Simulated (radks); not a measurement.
Question: Spherical quantum dot in the effective-mass picture: electrons in a well V = -V0 / (1 + exp((r - R)/a)) with V0 = 4.7, R = 7.05, a = 0.65, with a point charge +1 (a donor) at the centre, all in effective atomic units (hartree* = m*/eps^2 hartree, bohr* = eps/m* bohr), one dielectric constant everywhere. Calculated with a radial shooting solver with Libxc functionals: non-relativistic Kohn-Sham, LDA (Slater exchange, Perdew-Wang correlation), spin-polarised, spherical densities. Levels are named by radial order and angular momentum (1s, 1p, 1d, 2s, ...), and open shells are averaged over m. Results are scaled to m* = 0.029 and eps = 11.4, for which hartree* = 6.072 meV and bohr* = 20.8 nm. At N = 14 the configuration is 1s2 1p6 1d(up 5, down 0) 2s(up 1, down 0). Does electron 15 go into 1d down or 1f up or 2s down?

Answer: Into 1d down. The total energies of the other choices lie higher by 0.438 meV (2s down), 0.634 meV (1f up).
